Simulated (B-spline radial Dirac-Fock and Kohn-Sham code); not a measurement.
The K (1s) level from Ti to Ga

Level of theory: Dirac-Fock energy differences between relaxed states, corrected for Breit and QED terms; a B-spline atomic structure program. Free neutral atoms, energies in eV. Electron correlation is not included. Relaxation, Breit and QED are contributions to the binding energy. "Screened" places the removed electron in the lowest shell with room, a model of an edge from the Fermi level; tabulated edges (Elam, Ravel and Sieber 2002) are for the standard state, and for monatomic gases they compare with the unscreened value. A dash: no value, or a hole state left out as unreliable.

```
 Z  element  binding  relaxation   Breit    QED  screened  tabulated edge
22       Ti   4976.3       -37.2   -4.52  -2.02    4966.5            4966
23        V   5476.7       -38.8   -5.22  -2.36    5466.0            5465
24       Cr   5995.2       -41.9   -5.99  -2.73    5989.2            5989
25       Mn   6550.5       -42.1   -6.84  -3.14    6538.2            6539
26       Fe   7124.2       -43.7   -7.76  -3.59    7111.1            7112
27       Co   7722.5       -45.3   -8.76  -4.09    7708.7            7709
28       Ni   8345.6       -46.9   -9.84  -4.63    8331.1            8333
29       Cu   8986.0       -49.8  -11.00  -5.22    8978.4            8979
30       Zn   9666.6       -50.1  -12.26  -5.85    9661.1            9659
31       Ga  10375.9       -50.8  -13.62  -6.54   10368.9           10367
```

Question: With what power of Z do the binding energy and the Breit term grow over this range?

Answer: Between the end points the binding energy grows as Z^2.14 and the Breit term as Z^3.22.

Values without a named source are computed, but for edge energies of neutral atoms, which are taken from tables.
